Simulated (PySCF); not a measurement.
## [PbBr3]+ relaxed at several levels

Computed with PySCF 2.14.0, def2-SVP on the ligands, density fitting, scalar-relativistic core potentials, no spin-orbit coupling, vacuum. Each row is relaxed at its own level from the same template. Distances are means of the shortest metal–ligand contacts, charges and spins Mulliken's; removal energies are rigid, with the ligand's formal charge and no counterpoise, so too large; for an anion taken off a cation in vacuum most of it is the attraction of opposite charges, and multiply charged cations can part far more cheaply with an electron moved from ligand to metal.

```
level   basis on the metal  point group  M–Br (Å)  charge on M (e)  HOMO–LUMO gap (eV)  removal of one Br (eV)  strongest infrared band, degenerate modes summed (cm⁻¹)  unstable modes (below −25 cm⁻¹)
B3LYP  def2-SVP with ECP60          D3h     2.535             0.89                2.93                   14.65                                                      250                                0
```

Task: What does the calculation give for r2SCAN, def2-SVP with ECP60?

Result: point group: D3h, M–Br (Å): 2.514, charge on M (e): 0.93, HOMO–LUMO gap (eV): 1.89, removal of one Br (eV): 14.83, unstable modes (below −25 cm⁻¹): not given.
```xyz
4

Pb    0.0000    0.0000    0.0000
Br    2.5145    0.0000    0.0000
Br   -1.2572    2.1776    0.0000
Br   -1.2572   -2.1776    0.0000
```

One start shape was tried for each, so a minimum needn't be the lowest isomer.
